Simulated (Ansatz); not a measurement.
C$_{2}$H$_{7}$AlClN, SMILES `C[NH][Al]([CH3])[Cl]`, one more setting.

```yaml
crystal:
  periodic: [false, false, false]
  atoms:
    - {symbol: C, position_ang: [-1.496809, 0.749895, 0.896260]}
    - {symbol: N, position_ang: [-0.182444, 1.176994, 0.468142]}
    - {symbol: Al, position_ang: [1.062592, 0.253305, -0.369084]}
    - {symbol: C, position_ang: [0.878936, -1.602885, -0.893025]}
    - {symbol: Cl, position_ang: [2.834519, 1.316362, -0.787220]}
    - {symbol: H, position_ang: [-2.298113, 1.331044, 0.424786]}
    - {symbol: H, position_ang: [-1.658448, -0.296389, 0.625565]}
    - {symbol: H, position_ang: [-1.626057, 0.824184, 1.982481]}
    - {symbol: H, position_ang: [0.000341, 2.141362, 0.702950]}
    - {symbol: H, position_ang: [1.000436, -1.712890, -1.974500]}
    - {symbol: H, position_ang: [-0.092421, -2.020923, -0.618563]}
    - {symbol: H, position_ang: [1.654467, -2.215257, -0.423892]}
basis:
  gaussian: {orbitals: def2-TZVP}
total_charge: 1
magnetization: {spin_polarized: true, initial_magnetization: 1}
hamiltonian: {xc: {name: HF}}
correlation: {active_space: {window: {electrons: 6, orbitals: 2}}}
scf: {lower_state_search: full}
```

```sh
$ ansatz run in.yaml --threads 4 --pin off --events-out ev --progress --plain --max-ram 10444MiB
```

Output, abridged:

```
Error: invalid value for `correlation.active_space`: it starts from restricted Hartree–Fock orbitals; set hamiltonian.xc: hf without magnetization.spin_polarized
```
